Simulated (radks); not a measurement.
Initial-state core-level shifts of the ytterbium ion Yb2+ when its valence configuration changes from [Xe] 4f14. Method: scalar-relativistic Kohn-Sham, SCAN, spin-polarised, spherical densities, finite nucleus; open shells are filled with parallel spins first (spin-orbit coupling, left out, can overturn this in heavy ions); meta-GGA in the generalised Kohn-Sham scheme; Fermi nuclear charge, rms radius 5.3108 fm; computed with a radial shooting solver on a logarithmic mesh with Libxc functionals. Shifts are changes of the shell-averaged eigenvalues in eV (positive: less bound); the change of the density at the nucleus, which sets a Mossbauer isomer shift, is in e/bohr^3, on a base of 1.085e+06.

| valence | 3s | 3p | 4p | 5s | density at nucleus |
|---|---|---|---|---|---|
| 4f13 5d1 | -8.167 | -8.156 | -7.758 | -4.357 | +36.7 |
| 4f13.5 5d0.5 | -3.943 | -3.938 | -3.769 | -2.164 | +17.6 |
| 4f13 6p1 | -12.185 | -12.175 | -11.816 | -8.495 | +39.8 |
| 4f12 6p2 | -26.002 | -25.980 | -24.946 | -17.189 | +91.3 |
| 4f12 5d2 | -17.407 | -17.382 | -16.322 | -8.726 | +80.0 |
